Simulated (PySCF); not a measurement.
C₃H₂N₃, SMILES [c]1ncncn1, multiplicity 2.

Geometry: B3LYP-D3(BJ)/def2-SVP. The isomer is the one that the SMILES or the coordinates give; other isomers of the formula were not compared.

Two levels are set side by side: PBE/def2-TZVP (PySCF) and CAM-B3LYP/def2-TZVP (PySCF). Same geometry, gas phase. Differences are taken from unrounded values.

| quantity | PBE |
|---|---|
| α-spin orbital gap (eV) | 2.31 |
| β-spin orbital gap (eV) | 3.33 |
| dipole moment (D) | 1.60 |
| mean polarisability (bohr³) | 50.2 |

### Question
These are the PBE values. What does CAM-B3LYP give? (Estimate from the structure and the level; the computed values follow.)

### Answer

```
quantity                     CAM-B3LYP  PBE minus CAM-B3LYP
---------------------------  ---------  -------------------
α-spin orbital gap (eV)           7.55                -5.24
β-spin orbital gap (eV)           8.40                -5.07
dipole moment (D)                 1.47                 0.14
mean polarisability (bohr³)       48.0                  2.3
```

Loosely held outer electrons make PBE densities more polarisable. Differences between two approximate levels are no errors against the true value.

Rough cost on one machine, each run with all the roots and properties that it gave: CAM-B3LYP against PBE within a factor of 2.
